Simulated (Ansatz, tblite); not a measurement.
Removing and adding an electron: BiH2Br. The state is a singlet with charge 0. Geometry: r2SCAN-D4/def2-TZVP. Ansatz, gas phase; energy differences of separate SCF runs; the oxidised species was run as a doublet alone; the reduced species was run as a doublet alone.

Cartesian coordinates in Å:
```
Bi 0.469 -0.689 -0.251
H -0.517 -0.831 1.244
H -1.025 -0.298 -1.168
Br 1.074 1.817 0.175
```

In the def2 sets Bi takes a core potential; there is no spin–orbit coupling. The xTB rows come from tblite. Correlated methods freeze 13 core orbitals; core or outer-core shells of Bi, Br are correlated, in sets that lack core-valence functions. In CCSD on the charge 1 doublet the largest single amplitude is 0.27, so its Hartree–Fock determinant may place the open shell otherwise than the density functionals do.

Question: Estimate orbital energies and vertical ionisation energies and electron affinities at: GFN1-xTB; GFN2-xTB; HF/def2-TZVPD; HF/def2-TZVPP; PBE-D4/def2-TZVP; PBE-D4/def2-TZVPD; r2SCAN-D4/def2-TZVP; r2SCAN-D4/def2-TZVPD; PBE0-D4/def2-TZVP; PBE0-D4/def2-TZVPD; MP2/def2-TZVPD; MP2/def2-TZVPP; CCSD/def2-TZVPD; CCSD/def2-TZVPP; CCSD(T)/def2-TZVPD; CCSD(T)/def2-TZVPP.

Answer: 
```csv
level,−HOMO (eV),vertical IE (eV),−LUMO (eV),vertical EA (eV),HOMO–LUMO gap (eV),IE − EA (eV),remarks
GFN1-xTB,9.86,14.01,4.81,0.99,5.04,13.02,–
GFN2-xTB,10.93,14.19,5.47,2.32,5.45,11.87,–
HF/def2-TZVPD,–,–,–,-0.13,–,–,–
HF/def2-TZVPP,–,9.07,–,–,–,–,–
PBE-D4/def2-TZVP,6.45,9.46,2.76,–,3.69,–,–
PBE-D4/def2-TZVPD,6.49,–,2.83,0.48,3.67,–,HOMO above zero (-1 doublet)
r2SCAN-D4/def2-TZVP,6.75,9.63,2.57,–,4.18,–,–
r2SCAN-D4/def2-TZVPD,6.77,–,2.62,0.50,4.15,–,HOMO above zero (-1 doublet)
PBE0-D4/def2-TZVP,7.60,9.70,2.03,–,5.57,–,–
PBE0-D4/def2-TZVPD,7.63,–,2.11,0.49,5.52,–,HOMO above zero (-1 doublet)
MP2/def2-TZVPD,–,–,–,0.42,–,–,–
MP2/def2-TZVPP,–,10.05,–,–,–,–,–
CCSD/def2-TZVPD,–,–,–,0.33,–,–,–
CCSD/def2-TZVPP,–,9.81,–,–,–,–,–
CCSD(T)/def2-TZVPD,–,–,–,0.35,–,–,–
CCSD(T)/def2-TZVPP,–,9.81,–,–,–,–,–
```

   A HOMO above zero means that the electron is unbound at that level or that self-interaction error raises the level; the energy of removing that electron tells which. Raw xTB energy differences between charge states are shifted by several eV; the methods need an empirical correction for them. A negative affinity means that the extra electron isn't bound; its size then hangs on the basis.
